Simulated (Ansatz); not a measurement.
`C[Se][GaH2]` + PH₃ → `C[Se]P` + `[GaH3]` at 600 K and 1 bar (ligand exchange at the Se–Ga bond).

Gas-phase electronic energies from Ansatz, PBE0-D4/def2-TZVP geometries. CCSD(T)/CBS is the MP2 limit (def2-TZVPP, def2-QZVPP) plus CCSD(T) − MP2 in def2-TZVPP, frozen cores. This one scheme is used for every species. For Ga, Se outer-core shells are correlated without core-valence functions, which leaves a few kJ/mol of doubt a bond. Scalar relativity is left out up to krypton. Each species was taken in one conformer, which may not be the lowest.

```json
{"species": "`C[Se][GaH2]`", "CCSD(T)/CBS energy (Eh)": "-4365.72567", "H − E (kJ/mol)": "185.2", "S (J/(mol·K))": "408.2"}
{"species": "PH₃", "CCSD(T)/CBS energy (Eh)": "-342.72256", "H − E (kJ/mol)": "86.3", "S (J/(mol·K))": "240.2"}
{"species": "`C[Se]P`", "CCSD(T)/CBS energy (Eh)": "-2782.70431", "H − E (kJ/mol)": "192.9", "S (J/(mol·K))": "391.6"}
{"species": "`[GaH3]`", "CCSD(T)/CBS energy (Eh)": "-1925.70545", "H − E (kJ/mol)": "74.9", "S (J/(mol·K))": "253.2"}
```

H − E and S are ideal-gas, rigid-rotor, harmonic terms from PBE0-D4/def2-TZVP, for one conformer and one mirror image of each species. 1 Eh = 2625.50 kJ/mol, R = 8.31446 J/(mol·K).

By hand: ΔE, ΔH, ΔS and ΔG.

ΔE = (-2782.70431) + (-1925.70545) − (-4365.72567) − (-342.72256) = 0.03847 Eh = 101.0 kJ/mol. Δ(H − E) = 192.9 + 74.9 − 185.2 − 86.3 = -3.7, so ΔH = 97.3 kJ/mol. ΔS = 391.6 + 253.2 − 408.2 − 240.2 = -3.6 J/(mol·K). ΔG = 97.3 − 600 × (-3.6)/1000 = 99.5 kJ/mol.

By hand: the equilibrium constant, and the temperature at which ΔG would vanish if ΔH and ΔS stayed fixed.

log₁₀ K = −ΔG/(RT ln 10) = -8.7. ΔH and −TΔS have one sign here, so there is no such temperature.

The number of gas molecules stays the same, so ΔS is small and ΔH decides. A doubt of 5 kJ/mol in ΔE shifts log₁₀ K by 0.4 here. Other conformers and mirror images would add mixing entropy, several J/(mol·K) or more a flexible species. These are equilibria of isolated gas molecules and say nothing of rates. Largest T1 diagnostic: 0.013 (customary marks: 0.02 for closed shells, 0.045 for open ones).

ΔS is within the doubt of such terms, so its sign, and with it that verdict, could turn.
